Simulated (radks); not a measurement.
Values are calculated unless marked as measured or tabulated.
Orbital eigenvalues (eV) of neutral vanadium, [Ar] 3d3 4s2, of relativity; Dirac values are averaged over j with weights 2j + 1. Spin-unpolarised spherical Kohn-Sham, PBE, point nucleus unless stated (finite: rms radius 3.6002 fm), a radial shooting solver on a logarithmic mesh with Libxc functionals. A level marked "c x" has the speed of light scaled by that factor and shares open shells by 2j + 1; other Dirac levels either fill j = l - 1/2 first or share by 2j + 1.

shell  non-rel.
1s      -5325.6
2s      -595.14
2p      -501.98
3s      -69.159
3p      -43.900
3d      -5.3462
4s      -4.6474

Give the values at the level "Dirac, c x 100".

Answer. 
shell  Dirac, c x 100  change of magnitude (%)
1s            -5325.6                    0.00
2s            -595.15                    0.00
2p            -501.98                    0.00
3s            -69.159                    0.00
3p            -43.900                    0.00
3d            -5.3461                    0.00
4s            -4.6475                    0.00
